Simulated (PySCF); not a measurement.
H9BOSi3, SMILES B[SiH2][SiH2]O[SiH3], GFN2-xTB optimised geometry.

```
14

B      0.04     1.85     0.04
Si     1.65     0.72     0.03
Si     1.13    -1.55     0.00
O     -0.54    -1.55     0.00
Si    -1.82    -0.60     0.00
H     -0.28     2.41    -0.94
H     -0.29     2.38     1.04
H      2.57     0.89     1.18
H      2.58     0.92    -1.10
H      1.40    -2.41     1.16
H      1.40    -2.37    -1.19
H     -2.56    -0.79    -1.24
H     -2.58    -0.82     1.22
H     -1.20     0.80     0.02
```

Density from B3LYP/def2-TZVP in PySCF at that geometry.

Minimum of the electron density along straight lines between bonded atoms, close to the bond critical point (lines longer than 1.1 times the sum of covalent radii, or with two minima, are not listed):

| bond | length / Å | ρ at the minimum / e bohr⁻³ | ∇²ρ there / e bohr⁻⁵ | position (fraction from the first atom) |
|---|---|---|---|---|
| B1–Si2 | 1.970 | 0.117 | -0.06 | 0.61 |
| Si2–Si3 | 2.325 | 0.095 | -0.15 | 0.37 |
| Si3–O4 | 1.673 | 0.123 | 0.74 | 0.41 |
| O4–Si5 | 1.593 | 0.152 | 1.04 | 0.58 |
| B1–H6 | 1.179 | 0.187 | -0.32 | 0.44 |
| B1–H7 | 1.179 | 0.187 | -0.32 | 0.44 |
| Si2–H8 | 1.483 | 0.119 | 0.17 | 0.49 |
| Si2–H9 | 1.483 | 0.118 | 0.17 | 0.49 |
| Si3–H10 | 1.467 | 0.126 | 0.17 | 0.49 |
| Si3–H11 | 1.467 | 0.126 | 0.17 | 0.49 |
| Si5–H12 | 1.457 | 0.130 | 0.16 | 0.49 |
| Si5–H13 | 1.457 | 0.130 | 0.16 | 0.49 |
| Si5–H14 | 1.523 | 0.105 | 0.12 | 0.49 |
